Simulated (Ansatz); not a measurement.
CH₆BNSi (`C=NB[SiH3]`). Total charge 0; spin multiplicity 1.

```json
{"atom": "C1", "x (Å)": "-2.128", "y (Å)": "0.506", "z (Å)": "0.343"}
{"atom": "N2", "x (Å)": "-0.957", "y (Å)": "0.167", "z (Å)": "0.590"}
{"atom": "B3", "x (Å)": "0.317", "y (Å)": "-0.195", "z (Å)": "0.818"}
{"atom": "Si4", "x (Å)": "1.597", "y (Å)": "-0.314", "z (Å)": "-0.737"}
{"atom": "H5", "x (Å)": "-2.895", "y (Å)": "-0.236", "z (Å)": "0.109"}
{"atom": "H6", "x (Å)": "-2.429", "y (Å)": "1.556", "z (Å)": "0.355"}
{"atom": "H7", "x (Å)": "0.650", "y (Å)": "-0.436", "z (Å)": "1.943"}
{"atom": "H8", "x (Å)": "2.153", "y (Å)": "-1.692", "z (Å)": "-0.852"}
{"atom": "H9", "x (Å)": "2.748", "y (Å)": "0.612", "z (Å)": "-0.538"}
{"atom": "H10", "x (Å)": "0.943", "y (Å)": "0.032", "z (Å)": "-2.030"}
```

Q: List the harmonic frequencies (cm⁻¹, unscaled) at PBE0-D4/def2-TZVP in Ansatz. (Best estimate.)

A: The calculation gave: 77, 129, 229, 380, 404, 508, 625, 692, 841, 889, 939, 943, 962, 1032, 1178, 1197, 1524, 1939, 2203, 2206, 2211, 2599, 3057, 3136.

Q: Is this a minimum?

A: Yes, all 24 modes are real.

Q: Give the ideal-gas thermochemistry at 298.15 K and 1 bar (rigid rotor, harmonic oscillator; point group Cs, symmetry number 1).

A: Zero-point energy 178.8 kJ/mol; H(298) − E = 197.7 kJ/mol; entropy 322.5 J/(mol·K), of which translation 162.0, rotation 106.1, vibration 54.4; G(298) − E = 101.6 kJ/mol. Modes under 100 cm⁻¹ are hindered rotations or soft bends, so the harmonic entropy is rough.

Q: And at 400, 500, 600, 800 and 1000 K?

A: 
| T (K) | H − E (kJ/mol) | S (J/mol/K) | G − E (kJ/mol) |
| --- | --- | --- | --- |
| 400 | 208.6 | 353.6 | 67.1 |
| 500 | 221.0 | 381.4 | 30.4 |
| 600 | 235.0 | 406.7 | -9.1 |
| 800 | 266.4 | 451.8 | -95.0 |
| 1000 | 301.4 | 490.8 | -189.4 |
